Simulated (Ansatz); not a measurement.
HfO4H4⁺. Total charge 1; doublet. Geometry r2SCAN-D4/def2-SVP, that of the neutral singlet; atoms count from 1.

```xyz
9

Hf    0.276   -0.263    0.031
O    -1.996   -0.604   -0.007
O     0.265    1.073   -1.367
O    -1.361   -0.107    1.238
O     1.793   -0.124    1.202
H    -2.544    0.156   -0.274
H     0.550    1.833   -1.877
H     0.499   -1.934   -0.765
H     2.518   -0.029    1.820
```

In the def2 sets Hf takes a core potential; there is no spin–orbit coupling. The structure holds one bond between oxygen atoms, so isomers without such links may lie far lower. The structure comes from a short search, and lower isomers may exist.

**Question.** Estimate the Mulliken populations from the PBE0/def2-TZVP orbitals of Ansatz.

**Answer.** 
```json
{"atom": "Hf1", "charge (e)": "1.42", "spin (α − β)": "0.07", "d electrons": "1.74"}
{"atom": "O2", "charge (e)": "-0.24", "spin (α − β)": "0.07", "d electrons": "–"}
{"atom": "O3", "charge (e)": "-0.64", "spin (α − β)": "0.02", "d electrons": "–"}
{"atom": "O4", "charge (e)": "-0.21", "spin (α − β)": "0.27", "d electrons": "–"}
{"atom": "O5", "charge (e)": "-0.62", "spin (α − β)": "0.01", "d electrons": "–"}
{"atom": "H6", "charge (e)": "0.41", "spin (α − β)": "0.00", "d electrons": "–"}
{"atom": "H7", "charge (e)": "0.38", "spin (α − β)": "0.00", "d electrons": "–"}
{"atom": "H8", "charge (e)": "0.13", "spin (α − β)": "0.54", "d electrons": "–"}
{"atom": "H9", "charge (e)": "0.37", "spin (α − β)": "0.00", "d electrons": "–"}
```
Mulliken values depend strongly on the basis.

**Question.** Where does the spin sit?

**Answer.** Summed by element: Hf 0.07, O 0.38, H 0.55, of 1 unpaired in all. Largest on single atoms: H8 0.54, O4 0.27, O2 0.07.

**Question.** And the Mayer bond orders between heavy atoms (over 0.3)?

**Answer.** Hf1–O2 0.36 (2.30 Å); Hf1–O3 1.18 (1.93 Å); Hf1–O4 0.87 (2.04 Å); Hf1–O5 1.24 (1.92 Å); O2–O4 0.92 (1.48 Å).
